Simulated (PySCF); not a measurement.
H3Cl2InOSi, SMILES [Cl][In]([O][SiH3])[Cl] (PBE0/def2-SVP optimised geometry):

```
8

In    -0.854    -1.614     2.156
Cl    -0.819    -2.721     4.192
Cl    -2.867    -1.168     1.081
O      0.857    -1.062     1.352
Si     1.375    -0.248     0.000
H      0.888    -0.907    -1.253
H      2.867    -0.248     0.000
H      0.887     1.168     0.000
```

Method: PBE0/def2-TZVP, def2 effective core potentials past Kr (PySCF).

Task: What are the frontier orbital energies and the dipole moment?

Result: HOMO-2 -9.40 eV, HOMO-1 -8.90 eV, HOMO -8.84 eV, LUMO -2.94 eV, LUMO+1 -1.62 eV; dipole moment 0.47 D.
